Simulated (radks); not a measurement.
Problem. Radial electron density D(r) = 4 pi r^2 rho(r) of an atom or ion with 23 electrons. Calculated with a radial shooting solver on a logarithmic mesh with Libxc functionals: scalar-relativistic Kohn-Sham, BLYP, spin-unpolarised, spherical densities, point nucleus.

r (bohr),D(r) (e/bohr)
0.002878,0.8126
0.003808,1.352
0.004998,2.188
0.006613,3.528
0.00875,5.554
0.01158,8.471
0.01532,12.39
0.02011,17.03
0.0266,22.01
0.0352,26.00
0.04658,27.47
0.06163,25.72
0.08089,22.36
0.107,20.84
0.1416,23.94
0.1874,28.92
0.2459,28.70
0.3254,20.45
0.4306,11.22
0.5697,9.183
0.7538,11.39
0.9894,10.15
1.309,5.600
1.732,2.387
2.292,1.437
3.032,1.098
3.98,0.6395
5.266,0.2426
6.968,0.06014
9.22,0.009431
12.2,0.0008268

What is the nuclear charge?

Solution. Z = 23. The innermost maximum, from 1s, lies near gamma/Z bohr with gamma = sqrt(1 - (Z/c)^2) = 0.986, here 0.0429 bohr (found: 0.0458), and its height grows with Z. The density is that of neutral vanadium in [Ar] 3d2 4s2 4p1; the configuration itself is not fixed sharply by these data, and Z only to about a unit. D(r) has 3 maxima, at r = 0.0458, 0.215, 0.810 bohr, and minima at 0.103, 0.530 bohr, inside which lie 2.12, 10.47 electrons.
